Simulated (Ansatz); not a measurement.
Molecule: BI$_{2}$, charge 1, multiplicity 1. 
Structure (B3LYP-D3(BJ)/def2-TZVP (Ansatz, a first-principles code) minimum search):
```
B
I 1 1.9744
I 1 1.9744 2 180.00
```
Charge +1, spin multiplicity 1.

Basis-set convergence of Hartree-Fock and MP2 correlation energies (hartree) with Ansatz. Cores are frozen in the correlated levels unless marked. Spin-orbit coupling is left out. The frozen core is the preceding noble-gas configuration, with the filled d and f shells of earlier blocks. In def2 rows, elements after Kr have scalar-relativistic effective core potentials.

| basis | functions | E(HF) | E(corr, MP2) |
|---|---|---|---|
| def2-SVPD | 90 | -617.70559 | -0.27800 |
| def2-TZVPPD | 155 | -617.75482 | -0.35585 |
| def2-QZVPPD | 245 | -617.75789 | -0.39444 |

Extrapolating the two largest sets (X = 3 and 4) as X^-3: E(corr) = (64·(-0.39444) - 27·(-0.35585))/37 = -0.4226 Eh, an estimate of the basis-set limit. The largest set recovers 93.3 % of it, the smallest 65.8 %.
